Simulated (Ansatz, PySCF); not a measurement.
Isomers of BH5O2Si: 1 is [SiH3]OBO, 2 is B(O)([SiH3])O; one conformer of each (the lowest of an xTB search), B3LYP-D3(BJ)/def2-TZVP minima.
Isomer 1 (charge 0, multiplicity 1, Z-matrix in Å and degrees):
```
O
B 1 1.3643
O 2 1.3566 1 120.39
H 3 0.9653 2 112.78 1 0.02
H 2 1.1933 3 117.92 4 -179.98
Si 1 1.6538 2 134.24 5 -0.03
H 6 1.4780 1 108.28 2 121.87
H 6 1.4781 7 109.69 1 -118.10
H 6 1.4804 7 110.01 8 -121.11
```
Isomer 2 (charge 0, multiplicity 1):
```xyz
9

O     -1.253    -1.108    -0.403
B     -0.578     0.022    -0.034
O     -1.187     1.195     0.316
Si     1.452    -0.050     0.031
H     -2.217    -1.052    -0.402
H     -2.152     1.200     0.302
H      2.049     1.253    -0.355
H      1.988    -1.101    -0.868
H      1.898    -0.361     1.414
```

No zero-point or thermal terms.

Frozen-core correlation. Rows in LANL2DZ carry no dispersion term and start afresh at each structure. LANL2DZ brings its own core potentials from Na on.

Programs: Ansatz (Gaussian basis) for Hartree–Fock, density functionals and correlated methods; PySCF for LANL2DZ rows, the dispersion terms. 

| level | electronic energy of isomer 2 less that of isomer 1 (kJ/mol) |
|---|---|
| SVWN5/def2-TZVPP | 99.5 |
| B97M-V/def2-TZVPP | 118.9 |
| B3LYP/LANL2DZ | 80.6 |
| B3LYP-D3(BJ)/def2-TZVPP | 122.0 |
| PBE0-D4/def2-TZVPP | 108.0 |
| wB97X-V/def2-TZVPP | 119.8 |
| B2PLYP-D4/def2-TZVPP | ? |
| CCSD/cc-pV(D+d)Z | 109.3 |
| CCSD(T)/cc-pV(T+d)Z | 122.9 |

Task: What belongs in the gaps?

Result: 
- B2PLYP-D4/def2-TZVPP, electronic energy of isomer 2 less that of isomer 1 (kJ/mol): 126.5

Ansatz is an electronic-structure program.
